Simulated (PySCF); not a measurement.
**Gas-phase XPS of `O[B](O)[GeH2][O][SiH3]`, computed**

Species: BGeH7O3Si.
Geometry (PBE0-D3(BJ)/def2-SVP, Å), atoms numbered from 1 in this order:
```
atom  x, y, z in Å
O1    -2.394   -1.255    0.239
B2    -1.950    0.025    0.290
O3    -2.706    1.125    0.038
Ge4    0.043    0.329    0.785
O5     1.005   -0.387   -0.553
Si6    2.620   -0.608   -0.815
H7    -3.313   -1.368   -0.033
H8    -3.623    0.948   -0.205
H9     0.489   -0.380    2.086
H10    0.445    1.818    0.879
H11    3.334    0.699   -0.979
H12    3.264   -1.341    0.323
H13    2.794   -1.407   -2.064
```

Theory: PySCF, delta-SCF UKS SCAN, pcX-2 on the ionised atom, pcseg-1 elsewhere, spin-free X2C. These are vertical core ionisation energies against the vacuum level, from separate self-consistent calculations with and without the core hole.

Q: What binding energy does each computed site have?

A: 
| atom(s) | environment | level | binding energy (eV) | 2p1/2 (eV) | above the level's lowest (eV) | count |
| --- | --- | --- | --- | --- | --- | --- |
| Si6 | oxygen-bound silicon | Si 2p3/2 | 106.91 | 107.53 | 0.00 | 1 |
| B2 | three-coordinate boron | B 1s | 197.62 | – | 0.00 | 1 |
| O5 | oxygen bonded to Ge and Si | O 1s | 536.89 | – | 0.00 | 1 |
| O1/O3 | boron-bound oxygen | O 1s | 539.65 | – | +2.76 | 2 |
| Si6 | oxygen-bound silicon | Si 1s | 1846.82 | – | 0.00 | 1 |

Lowest listed O 1s: O5, bonded to Ge and Si. Highest, 2.76 eV above it: O1/O3, bonded to H and B. Summing the Pauling electronegativity differences to the bonded atoms, each weighted by its formal bond order, gives -2.97 for the lowest site and -2.64 for the highest.

Q: Which photon wavelength matches the Si 2p3/2 of Si6 threshold?

A: λ = hc/E = 12398.42 eV Å / 106.91 eV = 115.971 Å.

Topologically equivalent atoms share the value of their first member; where this conformer doesn't relate them by symmetry, their own values could differ. The 2p values aren't plain energy differences: one relaxed spin-free 2p hole is combined with a matrix within the shell (ground-state 2p orbital-energy differences and spin–orbit coupling). 2p3/2, the mean of its two sublevels, lies a third of the splitting below the shell's mean and 2p1/2 two thirds above it; the statistical areas are 2:1. 2p1/2 minus 2p3/2 (ligand field included): Si 0.62 eV. No level of germanium is listed. The structure is a single PBE0-D3(BJ)/def2-SVP conformer in the gas phase; no vibrational or solvent corrections.

Time: 29 s of wall time; peak memory 0.61 GiB. Hardware: Arm Neoverse V2, one thread, shared host.
